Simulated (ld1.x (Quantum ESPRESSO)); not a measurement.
Results of a calculation; reference values are marked as such.
## Pseudopotentials across the periodic table

Generated with ld1.x 7.5 (TM, RRKJ, ultrasoft, PAW), atompaw 4.2 or ONCVPSP 4.0.1. The cutoff is in Ry: for ld1.x and atompaw files where the sum of valence levels is converged to 10 mRy in a Bessel basis, for ONCV files where the hardest occupied wave has 1 mHa per electron of residual kinetic energy. The error is the largest all-electron minus pseudo excitation energy over each file’s own four to seven test configurations (ionisations up to +4, promotions, holes and added fractions of an electron), all of which were solved. The labels leave out finer settings (local radius, basis sizes, second energies), which also bear on the numbers. Spin-polarised tests are not counted. The rows are a selection from randomly drawn settings: files with unsolved tests, undetermined cutoffs or missed reference levels are left out.

A true bound ghost makes a file unfit for plane-wave use even where its test errors are small: the radial tests pick states by their node count and pass the ghost by.

| element | potential | cutoff (Ry) | largest error (meV) | bound ghosts |
| --- | --- | --- | --- | --- |
| B | TM, LDA (PZ), non-relativistic, rc 1.86/2.65 (sp), local smoothed, core correction yes, reference 2s1.5 2p0 | 15 | +280 | none |
| Al | TM, PBE, non-relativistic, rc 1.95/2.95/2.70 (spd), local smoothed, core correction yes, reference 3s2 3p1 | 10 | +20 | none |
| Ba | TM, PBE, fully relativistic, rc 3.25/4.15/4.82 (spd), local smoothed, core correction yes, reference 5d0 6s0.5 6p0 | 6 | -103 | s, p3/2, p1/2 |
| Pm | TM semilocal, revPBE, scalar-relativistic, rc 3.80/4.20/2.65/3.55 (spdf), local p, core correction no, reference 5d1 6s1.5 6p0 | 12 | +199 | none |
| Hf | TM, PBE, scalar-relativistic, rc 2.25/3.25/2.40 (spd), local s, core correction yes, reference 5d2 6s2 6p0 | 25 | -301 | none |

(1) Fill in the row for Bi: TM, LDA (PZ), scalar-relativistic, rc 1.40/2.50/1.45 (spd), local d, core correction no, reference 5d10 6s1 6p4.

(2) Fill in the row for Ba: TM, PBE, scalar-relativistic, rc 2.40/2.70/3.05 (spd), local smoothed, core correction yes, reference 5s2 5p6 5d0 6s0 6p0.

Results:

(1) cutoff 90 Ry, largest error -75 meV, bound ghosts: s, p.

(2) cutoff 18 Ry, largest error +277 meV, bound ghosts: none.
